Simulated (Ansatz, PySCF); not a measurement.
H5N2NbOS, SMILES [NH2][Nb]([NH2])([OH])=[S], multiplicity 1. Atoms are numbered in the order given.

```xyz
10

Nb    -0.0836    -0.0639     0.0663
S      1.2053     1.1277    -1.1983
O      0.7989    -1.0040     1.4681
H      1.7127    -1.0858     1.7657
N     -0.9819    -1.4091    -1.0700
H     -0.9263    -1.4757    -2.0841
H     -1.6181    -2.1204    -0.7103
N     -1.4034     1.1441     0.9069
H     -1.5227     2.1359     0.7123
H     -2.1063     0.8356     1.5784
```
Charge 0, spin multiplicity 1.

The structure is a stationary point at B3LYP-D3(BJ)/def2-SVP. The spin state was assumed, not searched. The structure was generated by enumeration; whether it is a known compound was not checked. The def2 effective core potentials stand for the cores of Nb; spin–orbit coupling is left out. The values are those of a single conformer.

Two levels are set side by side: PBE-D3(BJ)/def2-SVP (Ansatz, a quantum-chemistry and plane-wave program) and B3LYP-D3(BJ)/def2-SVP (Ansatz). Each level has its own optimised geometry; the coordinates shown are those of the second. Frequencies come from the Hessian of PySCF at each geometry. Differences are taken from unrounded values.

```tsv
quantity	B3LYP-D3(BJ)
mean bond length (Å)	1.451
bond Nb1–S2 (Å)	2.163
bond Nb1–O3 (Å)	1.905
bond Nb1–N5 (Å)	1.977
bond Nb1–N8 (Å)	1.977
bond O3–H4 (Å)	0.965
bond N5–H6 (Å)	1.018
bond N5–H7 (Å)	1.020
bond N8–H9 (Å)	1.018
bond N8–H10 (Å)	1.020
highest harmonic wavenumber (cm⁻¹)	3883
mean harmonic wavenumber (cm⁻¹)	1165
zero-point energy (kcal/mol)	39.98
```

Question: What does PBE-D3(BJ) give, and how far is it from B3LYP-D3(BJ)? (Estimate from the structure and the level; the computed values follow.)

Answer: 
```tsv
quantity	PBE-D3(BJ)	PBE-D3(BJ) minus B3LYP-D3(BJ)
mean bond length (Å)	1.458	0.006
bond Nb1–S2 (Å)	2.171	0.008
bond Nb1–O3 (Å)	1.912	0.008
bond Nb1–N5 (Å)	1.979	0.003
bond Nb1–N8 (Å)	1.979	0.003
bond O3–H4 (Å)	0.973	0.009
bond N5–H6 (Å)	1.025	0.007
bond N5–H7 (Å)	1.027	0.007
bond N8–H9 (Å)	1.025	0.007
bond N8–H10 (Å)	1.027	0.007
highest harmonic wavenumber (cm⁻¹)	3772	-111
mean harmonic wavenumber (cm⁻¹)	1135	-30
zero-point energy (kcal/mol)	38.95	-1.04
```

Exact exchange shortens and stiffens bonds; PBE has none. Differences between two approximate levels are no errors against the true value.
